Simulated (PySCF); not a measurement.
SMILES Bc1ccc([SiH3])cc1 (GFN2-xTB optimised geometry):

```
17

B      1.542    -2.715    -0.003
C      0.730    -1.403     0.000
C     -0.673    -1.403     0.000
C     -1.398    -0.229     0.000
C     -0.764     1.012     0.001
Si    -1.777     2.605     0.006
C      0.629     1.026     0.002
C      1.356    -0.148     0.001
H      0.991    -3.747     0.000
H      2.711    -2.682    -0.009
H     -1.195    -2.350    -0.001
H     -2.479    -0.268    -0.002
H     -0.871     3.747    -0.114
H     -2.711     2.577    -1.123
H     -2.529     2.687     1.261
H      1.148     1.975     0.003
H      2.436    -0.103     0.002
```

Method: B3LYP/def2-SVP (PySCF).

Task: What are the frontier orbital energies and the dipole moment?

Result: HOMO-2 -8.57 eV, HOMO-1 -7.46 eV, HOMO -7.33 eV, LUMO -2.25 eV, LUMO+1 -0.47 eV; dipole moment 1.16 D.

Meta-Löwdin charges at B3LYP/def2-SVP: B1 0.00, C2 -0.08, C3 -0.06, C4 -0.10, C5 -0.19, Si6 0.52, C7 -0.10, C8 -0.06, H9 -0.01, H10 -0.01, H11 0.10, H12 0.10, H13 -0.10, H14 -0.10, H15 -0.10, H16 0.10, H17 0.10.
